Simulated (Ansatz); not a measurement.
Consider the ligand exchange at a Zr–N bond: `C[N](C)[Zr]([F])([F])[NH]C(C)(C)C` + H–F → `CC(C)(C)[NH][Zr]([F])([F])[F]` + `CNC`.

Isolated molecules relaxed with PBE0-D4/def2-TZVP in Ansatz; ΔE leaves out vibrations. CCSD(T)/CBS adds triple-zeta CCSD(T) − MP2 to the extrapolated MP2 energy (def2 sets, frozen cores). This one scheme is used for every species. DFT in def2-TZVPP. B3LYP here is the variant with VWN-RPA as its local correlation; programs differ in this. HSE06 is defined as in plane-wave codes. Elements past krypton have def2 core potentials. For Zr outer-core shells are correlated without core-valence functions, which leaves a few kJ/mol of doubt a bond. One conformer a species, not always the lowest.

```csv
level,ΔE (kJ/mol),difference from CCSD(T)/CBS
LDA (SPW92),-106.6,-3.7
PBE-D4,-110.2,-7.3
revPBE-D4,-106.8,-3.9
r2SCAN-D4,-117.9,-15.0
B97M-V,-122.2,-19.3
PBE0-D4,-110.4,-7.5
B3LYP-D4,-113.1,-10.2
r2SCANh-D4,-116.9,-14.0
r2SCAN0-D4,-115.7,-12.8
HSE06-D4,-110.1,-7.2
BHLYP-D4,-116.2,-13.3
CAM-B3LYP-D4,-122.0,-19.1
ωB97X-V,-122.7,-19.8
ωB97M-V,-118.5,-15.6
B2PLYP,-120.3,-17.4
PBE-QIDH,-111.3,-8.4
PBE,-123.0,-20.1
BLYP,-135.3,-32.4
r2SCAN,-122.7,-19.8
PBE0,-122.3,-19.4
B3LYP,-132.4,-29.5
r2SCANh,-122.0,-19.1
r2SCAN0,-121.3,-18.4
HSE06,-121.6,-18.7
BHLYP,-133.5,-30.6
LC-ωPBE,-134.9,-32.0
RPA@PBE/def2-TZVPP,-99.6,3.3
HF/def2-SVP,-146.0,-43.1
MP2/def2-SVP,-110.5,-7.6
CCSD/def2-SVP,-118.0,-15.1
CCSD(T)/def2-SVP,-112.7,-9.8
HF/def2-TZVPP,-144.3,-41.4
MP2/def2-TZVPP,-94.8,8.1
SCS-MP2/def2-TZVPP,-104.9,-2.0
CCSD(T)/def2-TZVPP,-100.7,2.2
HF/def2-QZVPP,-145.9,-43.0
MP2/def2-QZVPP,-96.6,6.3
SCS-MP2/def2-QZVPP,-106.8,-3.9
HF/CBS(def2),-146.2,-43.3
MP2/CBS(def2),-96.9,6.0
CCSD(T)/CBS,-102.9,0
```

Largest T1 diagnostic among the species: 0.015.

The D4 term adds +19.3 kJ/mol with B3LYP and +11.9 kJ/mol with PBE0; it sums over pairs of atoms, weighted by their polarisabilities, and B3LYP, whose exchange is more repulsive, gets the larger term. At CCSD(T), def2-SVP lies −9.8 kJ/mol from the extrapolated value and def2-TZVPP +2.2 kJ/mol. In def2-TZVPP, CCSD(T) changes the Hartree–Fock value by +43.6 kJ/mol (the triples alone add +6.7 kJ/mol) and MP2 by +49.5 kJ/mol.
